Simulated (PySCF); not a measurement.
C₄H₃S, SMILES [c]1ccsc1, doublet (PBE0/def2-SVP optimised geometry):

```
8

C     -0.169    -1.255     0.000
C      1.184    -1.255     0.000
S      1.728     0.393     0.000
C      0.120     1.001     0.000
C     -0.819    -0.002     0.000
H      1.897    -2.078     0.000
H     -0.051     2.078     0.000
H     -1.897     0.161     0.000
```

Method: unrestricted PBE0/def2-TZVP (PySCF).

**Question.** What are the frontier orbital energies (α orbitals alone; a β orbital can be the lowest empty one) and the dipole moment?

**Answer.** HOMO-2 -7.64 eV, HOMO-1 -7.49 eV, HOMO -7.09 eV, LUMO -0.60 eV, LUMO+1 0.82 eV; dipole moment 0.59 D.

On the same geometry unrestricted PBE/def2-TZVP run with PySCF gives HOMO-2 -6.42 eV, HOMO-1 -6.13 eV, HOMO -6.07 eV, LUMO -1.48 eV, LUMO+1 -0.24 eV; dipole moment 0.63 D.

Meta-Löwdin charges at PBE0/def2-TZVP: C1 -0.03, C2 -0.29, S3 0.31, C4 -0.26, C5 -0.16, H6 0.16, H7 0.15, H8 0.14.
